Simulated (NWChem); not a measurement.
System: BeGeNH₅; SMILES [NH2][Be][GeH3]

The following NWChem deck was run.

```
start job
memory heap 200 mb stack 900 mb global 1100 mb
geometry units angstroms noautoz
  Be     0.004973    -1.278366    -0.007083
  N     -0.000393    -2.778823     0.002491
  H      0.823462    -3.372480     0.006687
  H     -0.828043    -3.367165     0.007027
  Ge     0.006082     0.910830    -0.010263
  H     -1.345105     1.503648     0.455094
  H      1.068869     1.516667     0.935887
  H      0.277266     1.531838    -1.399447
end
basis spherical
  * library def2-svp
end
dft
  xc xpbe96 cpbe96
  iterations 150
  vectors input atomic output neutral.movecs
end
task dft energy
charge 1
dft
  odft
  mult 2
  vectors input atomic output cation.movecs
end
task dft energy
```

Output (shortened):

```
             Northwest Computational Chemistry Package (NWChem) 7.3.0
             --------------------------------------------------------

 C1  symmetry detected

                             Geometry "geometry" -> ""
                             -------------------------

 Output coordinates in angstroms (scale by  1.889725989 to convert to a.u.)

  No.       Tag          Charge          X              Y              Z
 ---- ---------------- ---------- -------------- -------------- --------------
    1 Be                   4.0000     0.00276248    -1.32822756    -0.00445056
    2 N                    7.0000    -0.00020236    -2.82871446     0.00023386
    3 H                    1.0000     0.82460150    -3.42106231     0.00266559
    4 H                    1.0000    -0.82690993    -3.41839234     0.00268240
    5 Ge                  32.0000     0.00036599     0.86096615    -0.00049801
    6 H                    1.0000    -1.35186220     1.45010087     0.46650930
    7 H                    1.0000     1.06199119     1.46541775     0.94783985
    8 H                    1.0000     0.27083422     1.48693055    -1.38759548

 Effective nuclear repulsion energy (a.u.)     128.7996694001

  pbe96 is a nonlocal functional; adding pw91lda local functional.

                                 NWChem DFT Module
                                 -----------------

 Summary of "ao basis" -> "ao basis" (spherical)
 ------------------------------------------------------------------------------
       Tag                 Description            Shells   Functions and Types
 ---------------- ------------------------------  ------  ---------------------
 Be                         def2-svp                 5        9   3s2p
 N                          def2-svp                 6       14   3s2p1d
 H                          def2-svp                 3        5   2s1p
 Ge                         def2-svp                12       32   5s4p3d

            General Information
            -------------------
          SCF calculation type: DFT
          Wavefunction type:  closed shell.
          No. of atoms     :     8
          No. of electrons :    48
           Alpha electrons :    24
            Beta electrons :    24
          Charge           :     0
          Spin multiplicity:     1
          Use of symmetry is: off; symmetry adaption is: off
          Maximum number of iterations: 150
          AO basis - number of functions:    80
                     number of shells:    38
          Convergence on energy requested:  1.00D-06
          Convergence on density requested:  1.00D-05
          Convergence on gradient requested:  5.00D-04

              XC Information
              --------------
          PerdewBurkeErnzerhof Exchange Functional  1.000
            Perdew 1991 LDA Correlation Functional  1.000 local
           PerdewBurkeErnz. Correlation Functional  1.000 non-local

             Grid Information
             ----------------
          Grid used for XC integration:  medium
          Radial quadrature: Mura-Knowles
          Angular quadrature: Lebedev.
          Tag              B.-S. Rad. Rad. Pts. Rad. Cut. Ang. Pts.
          ---              ---------- --------- --------- ---------
          Be                  1.05       49          10.0       434
          N                   0.65       49          11.0       434
          H                   0.35       45          13.0       434
          Ge                  1.25      112          11.0       590
          Grid pruning is: on
          Number of quadrature shells:   435
          Spatial weights used:  Erf1

      Superposition of Atomic Density Guess
      -------------------------------------

 Sum of atomic energies:       -2146.33779387

      Non-variational initial energy
      ------------------------------

 Total energy =   -2147.410360
 1-e energy   =   -3245.415609
 2-e energy   =     969.205579
 HOMO         =      -0.346003
 LUMO         =       0.017953

   convergence    iter        energy       DeltaE   RMS-Dens  Diis-err
 ---------------- ----- ----------------- --------- --------- ---------
 d= 0,ls=0.0,diis     1  -2148.7154699954 -2.28D+03  1.80D-02  5.53D-01
 d= 0,ls=0.0,diis     2  -2148.4901030733  2.25D-01  1.20D-02  2.16D+00
 d= 0,ls=0.0,diis     3  -2148.7819580341 -2.92D-01  2.18D-03  7.61D-02
 d= 0,ls=0.0,diis     4  -2148.7907230556 -8.77D-03  5.11D-04  3.92D-03
 d= 0,ls=0.0,diis     5  -2148.7909905970 -2.68D-04  1.27D-04  1.38D-04
  Resetting Diis
 d= 0,ls=0.0,diis     6  -2148.7909966931 -6.10D-06  6.53D-05  2.27D-05
 d= 0,ls=0.0,diis     7  -2148.7909992447 -2.55D-06  2.07D-05  6.45D-07
 d= 0,ls=0.0,diis     8  -2148.7909991469  9.78D-08  1.05D-05  1.81D-06
 d= 0,ls=0.0,diis     9  -2148.7909993296 -1.83D-07  2.71D-06  4.63D-08

         Total DFT energy =    -2148.790999329587
      One electron energy =    -3248.045462591710
           Coulomb energy =     1060.676386419486
    Exchange-Corr. energy =      -90.221592557509
 Nuclear repulsion energy =      128.799669400147

 Numeric. integr. density =       47.999968873331

                       DFT Final Molecular Orbital Analysis
                       ------------------------------------

 Vector   22  Occ=2.000000D+00  E=-2.829517D-01
              MO Center=  2.6D-01,  1.2D+00, -3.6D-01, r^2= 2.5D+00
   Bfn.  Coefficient  Atom+Function         Bfn.  Coefficient  Atom+Function
  ----- ------------  ---------------      ----- ------------  ---------------
    76      0.358850  8 H  s                 47     -0.324759  5 Ge pz
    71     -0.247917  7 H  s                 50     -0.204722  5 Ge pz
    77      0.201303  8 H  s                 44      0.196617  5 Ge pz
    72     -0.140545  7 H  s                 66     -0.109317  6 H  s
    41     -0.064363  5 Ge pz                67     -0.062565  6 H  s

 Vector   23  Occ=2.000000D+00  E=-2.410502D-01
              MO Center= -2.4D-04,  2.3D-01, -3.5D-04, r^2= 2.5D+00
   Bfn.  Coefficient  Atom+Function         Bfn.  Coefficient  Atom+Function
  ----- ------------  ---------------      ----- ------------  ---------------
    46      0.345297  5 Ge py                 5      0.325245  1 Be py
     2     -0.258185  1 Be s                 49      0.249050  5 Ge py
    43     -0.209388  5 Ge py                 1      0.139549  1 Be s
    66      0.135953  6 H  s                 71      0.133424  7 H  s
    76      0.130359  8 H  s                 37     -0.126959  5 Ge s

 Vector   24  Occ=2.000000D+00  E=-2.263804D-01
              MO Center=  4.2D-03, -2.6D+00, -6.4D-03, r^2= 1.5D+00
   Bfn.  Coefficient  Atom+Function         Bfn.  Coefficient  Atom+Function
  ----- ------------  ---------------      ----- ------------  ---------------
    15      0.543727  2 N  pz                18     -0.437630  2 N  pz
     6      0.187137  1 Be pz                 9     -0.141696  1 Be pz
    50      0.089313  5 Ge pz                76     -0.051768  8 H  s
    71      0.035140  7 H  s

 Vector   25  Occ=0.000000D+00  E=-5.183710D-02
              MO Center= -5.4D-03, -8.9D-01,  1.1D-02, r^2= 4.0D+00
   Bfn.  Coefficient  Atom+Function         Bfn.  Coefficient  Atom+Function
  ----- ------------  ---------------      ----- ------------  ---------------
     4      0.504094  1 Be px                 7     -0.497349  1 Be px
    67     -0.341076  6 H  s                 48     -0.273940  5 Ge px
    72      0.271240  7 H  s                 30     -0.201996  4 H  s
    25      0.198802  3 H  s                 66     -0.143301  6 H  s
    24      0.120322  3 H  s                 29     -0.120374  4 H  s

 Vector   26  Occ=0.000000D+00  E=-2.510587D-02
              MO Center=  4.7D-03, -6.8D-01, -1.8D-02, r^2= 4.4D+00
   Bfn.  Coefficient  Atom+Function         Bfn.  Coefficient  Atom+Function
  ----- ------------  ---------------      ----- ------------  ---------------
    50      0.526168  5 Ge pz                77      0.521770  8 H  s
     6     -0.434738  1 Be pz                 9      0.403041  1 Be pz
    72     -0.353676  7 H  s                 18     -0.298692  2 N  pz
    15      0.240636  2 N  pz                67     -0.173509  6 H  s
    76      0.166430  8 H  s                 71     -0.112959  7 H  s

 Vector   27  Occ=0.000000D+00  E=-1.466113D-02
              MO Center= -1.8D-03, -1.5D+00,  9.7D-03, r^2= 7.4D+00
   Bfn.  Coefficient  Atom+Function         Bfn.  Coefficient  Atom+Function
  ----- ------------  ---------------      ----- ------------  ---------------
     3      1.499911  1 Be s                 38     -1.149514  5 Ge s
    12     -0.661258  2 N  s                 37     -0.444909  5 Ge s
    49      0.396453  5 Ge py                 8      0.347481  1 Be py
    25      0.306289  3 H  s                 30      0.304943  4 H  s
    77      0.255320  8 H  s                 67      0.251404  6 H  s

     Multipole analysis of the density
     ---------------------------------

     L   x y z        total         alpha         beta         nuclear
     -   - - -        -----         -----         ----         -------
     0   0 0 0     -0.000000    -24.000000    -24.000000     48.000000

     1   1 0 0      0.001750      0.000875      0.000875     -0.000000
     1   0 1 0     -1.046893     -0.523446     -0.523446      0.000000
     1   0 0 1     -0.000997     -0.000499     -0.000499      0.000000

     2   2 0 0    -22.252945    -18.969406    -18.969406     15.685867
     2   1 1 0      0.002792     -0.005280     -0.005280      0.013352
     2   1 0 1      0.000256      0.000025      0.000025      0.000205
     2   0 2 0    -19.566816   -218.045766   -218.045766    416.524716
     2   0 1 1     -0.018267      0.010125      0.010125     -0.038517
     2   0 0 2    -25.155022    -18.008304    -18.008304     10.861586

                                 NWChem DFT Module
                                 -----------------

            General Information
            -------------------
          SCF calculation type: DFT
          Wavefunction type:  spin polarized.
          No. of atoms     :     8
          No. of electrons :    47
           Alpha electrons :    24
            Beta electrons :    23
          Charge           :     1
          Spin multiplicity:     2
          Use of symmetry is: off; symmetry adaption is: off
          Maximum number of iterations: 150
          AO basis - number of functions:    80
                     number of shells:    38
          Convergence on energy requested:  1.00D-06
          Convergence on density requested:  1.00D-05
          Convergence on gradient requested:  5.00D-04

              XC Information
              --------------
          PerdewBurkeErnzerhof Exchange Functional  1.000
            Perdew 1991 LDA Correlation Functional  1.000 local
           PerdewBurkeErnz. Correlation Functional  1.000 non-local

             Grid Information
             ----------------
          Grid used for XC integration:  medium
          Radial quadrature: Mura-Knowles
          Angular quadrature: Lebedev.
          Tag              B.-S. Rad. Rad. Pts. Rad. Cut. Ang. Pts.
          ---              ---------- --------- --------- ---------
          Be                  1.05       49          10.0       434
          N                   0.65       49          11.0       434
          H                   0.35       45          13.0       434
          Ge                  1.25      112          11.0       590
          Grid pruning is: on
          Number of quadrature shells:   435
          Spatial weights used:  Erf1

      Superposition of Atomic Density Guess
      -------------------------------------

 Sum of atomic energies:       -2146.33779387

 Renormalizing density from      48.00 to     47

      Non-variational initial energy
      ------------------------------

 Total energy =   -2119.760438
 1-e energy   =   -3177.802783
 2-e energy   =     929.242676
 HOMO         =      -0.607142
 LUMO         =      -0.231688

[...]
```

Level: PBE/def2-SVP, vertical spin-unrestricted ions. Coordinates come from a PBE0/def2-SVP optimisation.
